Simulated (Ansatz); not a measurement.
SiH₄BrCl, singlet: at a first-order saddle point.

in.yaml

```yaml
crystal:
  periodic: [false, false, false]
  atoms:
    - {symbol: Si, position_ang: [-0.703103, -0.120160, -0.081227]}
    - {symbol: Br, position_ang: [1.601699, -1.344365, 0.114349]}
    - {symbol: H, position_ang: [-1.059276, -1.298258, -0.905186]}
    - {symbol: H, position_ang: [-0.989456, -0.261912, 1.356670]}
    - {symbol: H, position_ang: [-1.530697, 0.962187, -0.671297]}
    - {symbol: H, position_ang: [1.722722, 0.404221, 0.161926]}
    - {symbol: Cl, position_ang: [0.958011, 1.658386, 0.024866]}
basis:
  gaussian: {orbitals: def2-TZVPP}
hamiltonian: {xc: {name: wB97X-V}}
```

Command:

```bash
ansatz run in.yaml --threads 4 --pin off --events-out ev --progress --plain --max-ram 9574MiB
```

The run's output (Ansatz 0.2.0):

```
Functional definition: wB97X-V
  name "wB97X-V"
  cite "Mardirossian & Head-Gordon, Phys. Chem. Chem. Phys. 16, 9904 (2014) doi:10.1039/C3CP54374A"
  cite "Becke, J. Chem. Phys. 107, 8554 (1997) doi:10.1063/1.475007"
  cite "Vydrov & Van Voorhis, J. Chem. Phys. 133, 244103 (2010) doi:10.1063/1.3521275"
  parameter omega = 0.3/bohr
  parameter cx = 0.167
  parameter cx1 = 0.603
  parameter cx2 = 1.194
  parameter css0 = 0.556
  parameter css1 = -0.257
  parameter cos0 = 1.219
  parameter cos1 = -1.850
  parameter b = 6.0
  parameter c = 0.01
  exchange = spin_sum(e_x_unif_sr(omega)*poly(b97_u_x, 1 - cx, cx1, cx2)) + cx*exact_x_sr(omega) + exact_x_lr(omega)
  correlation = spin_sum(e_c_pw_same_spin*poly(b97_u_same, css0, css1))
      + integral(e_c_pw_opposite_spin*poly(b97_u_opposite, cos0, cos1)) + vv10(b, c)
1250 factors; their error is unknown
226 factors; integrals over basis functions are off by at most 3.3e-5 eV
mean field evaluation 1: about -90501.5691 eV, gradient 1.5e1 eV
mean field evaluation 2: about -90502.0245 eV, gradient 8.9e0 eV
mean field evaluation 4: about -90502.2021 eV, gradient 4.6e-1 eV
mean field evaluation 8: about -90502.5106 eV, gradient 3.2e-1 eV
mean field evaluation 16: about -90502.5107 eV, gradient 5.6e-5 eV
mean field -90502.51067859 eV, -3325.9059226331 hartree, gradient 1.3e-5 eV, S^2 0.000000; 0 other end points of the search recorded, 0 dependent functions left out
reference -90502.51067678 eV, -3325.9059225668 hartree; 35, 35 occupied and 153, 153 virtual orbitals, 1250 factors
Total energy: -90502.51067678 eV, -3325.9059225668 hartree
```

The lines “mean field evaluation” count trial sets of orbitals through the whole run, from several starts and some on an approximate energy, so they need not fall steadily or lie above the final value.

Hardware: 4 CPU threads of an Arm Neoverse V1, shared host. Wall time about 5.5 s.
